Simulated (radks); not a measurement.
Q: The caesium anion Cs-, [Xe] 6s2, held by a Watson sphere: a shell of charge +1 at radius R that stands for the Madelung well of a crystal (potential energy -1/R inside, -1/r outside, in hartree with lengths in bohr). All-electron calculation, scalar-relativistic Kohn-Sham, LDA (Slater exchange, Perdew-Wang correlation), spin-polarised, spherical densities, point nucleus. Program: a radial shooting solver on a logarithmic mesh with Libxc functionals. Response by self-consistent Sternheimer equations with the Hartree and adiabatic LDA kernel, the relativistic mass of each level held fixed and spin-orbit coupling left out. The sphere does not respond.

| R (bohr) | e(5s) (eV) | e(5p) (eV) | e(6s) (eV) | <r> 6s (bohr) | sum of <r^2> (bohr^2) | X-ray form factor at sin(theta)/lambda = 0.1 1/angstrom | alpha (bohr^3) |
|---|---|---|---|---|---|---|---|
| 2.68 | -29.639 | -16.358 | -3.273 | 4.846 | 104.1 | 50.830 | 256.3 |
| 3.91 | -27.657 | -14.446 | -3.163 | 5.048 | 109.5 | 50.718 | 291.1 |
| 5.27 | -26.690 | -13.449 | -2.858 | 5.457 | 119.1 | 50.635 | 393.8 |
| 6.13 | -26.371 | -13.116 | -2.641 | 5.722 | 125.8 | 50.605 | 481.2 |

Estimate the row for R = 2.92 bohr.

A: e(5s) (eV) -29.131; e(5p) (eV) -15.891; e(6s) (eV) -3.268; <r> 6s (bohr) 4.863; sum of <r^2> (bohr^2) 104.8; X-ray form factor at sin(theta)/lambda = 0.1 1/angstrom 50.805; alpha (bohr^3) 258.0.
